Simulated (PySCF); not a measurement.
## Nuclear quadrupole coupling in `CC(C)[C@@]1(C(=O)F)C[C@]1(C)F`

C8H12F2O.
Cartesian coordinates in Å at the GFN2-xTB level; atoms count from 1:
```xyz
23
C8H12F2O angstrom
C      1.3568   -0.0690    1.4915
C     -0.0526   -0.3295    0.9616
C     -0.5893   -1.6656    1.4780
C     -0.1066   -0.2992   -0.5657
C      0.6629   -1.3692   -1.2307
O      1.5321   -2.0486   -0.8022
F      0.2637   -1.5733   -2.5202
C     -1.3859    0.1652   -1.2500
C     -0.1868    1.0390   -1.3073
C     -0.0956    2.3736   -0.6206
F      0.4689    1.0881   -2.5080
H      1.3374   -0.0253    2.5775
H      1.7461    0.8738    1.1172
H      2.0287   -0.8662    1.1893
H     -0.7142    0.4614    1.3311
H     -1.5828   -1.8624    1.0800
H     -0.6513   -1.6456    2.5632
H      0.0695   -2.4791    1.1879
H     -1.6869   -0.3425   -2.1536
H     -2.2019    0.4660   -0.6111
H     -0.6529    2.3779    0.3092
H      0.9443    2.6257   -0.4221
H     -0.5083    3.1320   -1.2849
```

Field gradients from the PBE0/pcSseg-1 density (PySCF, non-relativistic), principal values in atomic units, ordered |Vxx| ≤ |Vyy| ≤ |Vzz|:

| atom | Vxx | Vyy | Vzz |
| --- | --- | --- | --- |
| O6 | 0.5172 | 1.0497 | -1.5669 |

Find the asymmetry η = (Vxx − Vyy)/Vzz and the couplings χ = eQV/h (234.96 MHz × Q in barn × V in au), with Q(17O) = −0.0256 b.

```csv
atom,environment,nucleus,η,χzz (MHz),χxx (MHz),χyy (MHz)
O6,carbonyl oxygen,17O,0.34,9.42,-3.11,-6.31
```

The tensor is traceless: Vxx + Vyy + Vzz = 0.

What is Vzz at O6 in SI units (1 au = 9.71736 × 10²¹ V/m²)?

-1.5669 au = -15.226 × 10²¹ V/m².

What couplings would deuterons (Q(2H) = 0.00286 b) have in place of the hydrogens, at this geometry?

```csv
atom,bonded to,bond length (Å),Vzz (au),η,χzz (kHz)
H12,C1,1.087,0.3170,0.03,213
H13,C1,1.087,0.3186,0.03,214
H14,C1,1.086,0.3093,0.01,208
H15,C2,1.095,0.2946,0.04,198
H16,C3,1.088,0.3144,0.02,211
H17,C3,1.087,0.3165,0.02,213
H18,C3,1.086,0.3103,0.01,209
H19,C8,1.079,0.3253,0.06,219
H20,C8,1.079,0.3302,0.06,222
H21,C10,1.084,0.3184,0.04,214
H22,C10,1.088,0.3105,0.02,209
H23,C10,1.089,0.3088,0.03,207
```

One conformer (not necessarily the lowest) at the GFN2-xTB geometry, without solvent, vibrations or thermal averaging. GFN2-xTB bond lengths can be off by several hundredths of an ångström, more for odd bonds, and the gradients follow them. The basis is small and wasn't made for field gradients, so the couplings can be 20 % off.

The run behind these numbers computed NMR shieldings as well. Rough CPU time on one thread of a shared machine: about 2.7 min.
